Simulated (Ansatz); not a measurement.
Mulliken charges of `N[SiH](S)Cl` from PBE/def2-TZVPP in Ansatz (PBE0-D4/def2-TZVP geometry).

```
atom   x (Å)   y (Å)   z (Å)  charge (e)
  N1  -0.391   1.347   0.136      -0.371
 Si2   0.361  -0.128  -0.221       0.475
  S3   0.079  -1.341   1.499      -0.249
 Cl4  -0.383  -1.162  -1.852      -0.236
  H5  -0.139   2.186  -0.360       0.156
  H6  -1.334   1.381   0.488       0.162
  H7   1.769   0.156  -0.562      -0.063
  H8   0.128  -2.496   0.817       0.125
```

Q: By hand: the dipole of these point charges (1 e Å = 4.8032 D).

A: Σ q r = (0.054, 0.291, 0.069) e Å, of length 0.304 e Å = 1.46 D.

Q: How does the dipole of the full density compare? (Best estimate.)

A: The calculation gave: (-0.084, 0.301, 0.001) e Å, 1.50 D; the point charges give 0.97 times that, at 29° from its direction.

Point charges leave out the atoms' own dipoles, such as those of lone pairs, and Mulliken's split depends on the basis, so the two needn't agree.
